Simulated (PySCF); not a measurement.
Antimony: a sound run and one with changed settings

Sound run: Sb²⁺ [Kr] 4d10 5s2 5p1, Sb³⁺ [Kr] 4d10 5s2. Computed with PySCF 2.14 in def2-TZVP with the def2 core potential (28 electrons) (6s5p3d2f, 50 functions), with a scalar-relativistic core potential. In the sound run the correlated levels freeze 4s2 4p6 4d10 outside the core potential. The sound run starts from symmetry-adapted Hartree-Fock orbitals and uses a fine grid where one is needed.

Changed run: a valence shell is frozen. This setting is unsound on purpose.

Ionisation energy of Sb²⁺:

```tsv
method	sound run (eV)	changed run (eV)
UHF	24.139	24.139
MP2	24.351	24.139
SCS-MP2	24.341	24.139
CCSD	24.420	24.139
CCSD(T)	24.437	24.139
CCSDT	n/a	24.139
FCI	n/a	24.139
```

Freezing a valence shell removes pair correlation that changes on ionisation.

For comparison, NIST gives 25.323 eV between the lowest levels.
